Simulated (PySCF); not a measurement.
Basis and Hamiltonian dependence of the excitation energy of Tc

Tc [Kr] 4d5 5s2 (6S) → Tc [Kr] 4d4 5s2 5p1 (high-spin determinant). All values are computed (PySCF 2.14, energy differences of UHF-based or UKS calculations, no spin-orbit coupling). Values in eV.

```
                                                                               basis    Hamiltonian  functions    UHF    PBE   PBE0  MP2 (valence)
                                                        aug-cc-pVDZ-PP with ECP28MDF            ECP         54  6.846  7.164  7.147          7.150
                                                                        x2c-TZVPPall  spin-free X2C         79  6.811  7.286  7.235          7.183
                                                        aug-cc-pVTZ-PP with ECP28MDF            ECP         88  6.786  7.109  7.091          7.113
                             def2-QZVPPD with the def2 core potential (28 electrons)            ECP         88  6.843  7.173  7.155          7.194
                   x2c-TZVPPall with one added diffuse shell each of s, p, d, f type  spin-free X2C         95  6.808  7.281  7.230          7.155
                                                                      aug-cc-pVTZ-DK  spin-free X2C        102  6.760  7.222  7.172          7.080
aug-cc-pVTZ-PP with one added diffuse shell each of s, p, d, f, g type with ECP28MDF            ECP        113  6.785  7.108  7.090          7.105
                                                                        x2c-QZVPPall  spin-free X2C        118  6.764  7.239  7.187          7.103
```

Frozen in the all-electron rows: valence: [Kr]; with a core potential, the same shells as far as they lie outside it.

One determinant mixes LS terms of the configuration, so the numbers do not refer to single terms.
